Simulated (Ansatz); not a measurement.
Basis-set series for CH₆N₂SiZn, SMILES `[NH2][Zn][N]1C[SiH2]1`. The species carries charge 0 and has multiplicity 1. All single points use the PBE0-D4/def2-TZVP geometry. It is one conformer, not always the lowest.

```tsv
functional	basis	functions	energy (Eh)	HOMO (eV)	LUMO (eV)
PBE0-D4	def2-TZVPP	283	-2219.62125	-6.52	-0.52
PBE0-D4	def2-QZVPP	521	-2219.68525	-6.55	-0.65
ωB97M-V	def2-TZVPP	283	-2219.98117	-8.81	0.96
ωB97M-V	def2-QZVPP	521	-2220.04243	-8.84	0.60
```

**Question.** Give the rows for def2-SVP. (Best estimate.)

**Answer.** Computed: 
| functional | basis | functions | energy (Eh) | HOMO (eV) | LUMO (eV) |
| --- | --- | --- | --- | --- | --- |
| PBE0-D4 | def2-SVP | 121 | -2219.07762 | -6.28 | -0.15 |
| ωB97M-V | def2-SVP | 121 | -2219.43108 | -8.56 | 1.28 |

Positive LUMOs are unbound and depend on the basis. Scalar relativity is left out up to krypton.
